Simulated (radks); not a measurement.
Values are calculated unless marked as measured or tabulated.
Spin polarisation of the 3p2 shell in the chlorine ion Cl3+. Start: [Ne] 3s2 3p(up 1, down 1); electrons of 3p are moved from spin down to spin up, other shells keep equal spins. Level of theory: scalar-relativistic Kohn-Sham, r2SCAN, spin-polarised, spherical densities, finite nucleus; meta-GGA in the generalised Kohn-Sham scheme; Fermi nuclear charge, rms radius of each element as measured or else 0.836 A^(1/3) + 0.57 fm (a radial shooting solver on a logarithmic mesh with Libxc functionals).

moment (Bohr magnetons) = 0: E - E(0) (eV) 0.000; e(3p up) (eV) -45.143; e(3p down) (eV) -45.143; 3s down minus up (eV) 0.000
moment (Bohr magnetons) = 0.5: E - E(0) (eV) -0.119; e(3p up) (eV) -45.599; e(3p down) (eV) -44.642; 3s down minus up (eV) 0.997
moment (Bohr magnetons) = 1: E - E(0) (eV) -0.481; e(3p up) (eV) -46.022; e(3p down) (eV) -44.076; 3s down minus up (eV) 2.024
moment (Bohr magnetons) = 1.5: E - E(0) (eV) -1.097; e(3p up) (eV) -46.414; e(3p down) (eV) -43.421; 3s down minus up (eV) 3.111
moment (Bohr magnetons) = 2: E - E(0) (eV) -1.980; e(3p up) (eV) -46.773; e(3p down) (eV) -42.741; 3s down minus up (eV) 4.281

At moment 2 the spin-polarisation energy is -1.980 eV and the 3p exchange splitting 4.032 eV, that is 2.016 eV per Bohr magneton; E = -I m^2/4 would give I = 1.980 eV.
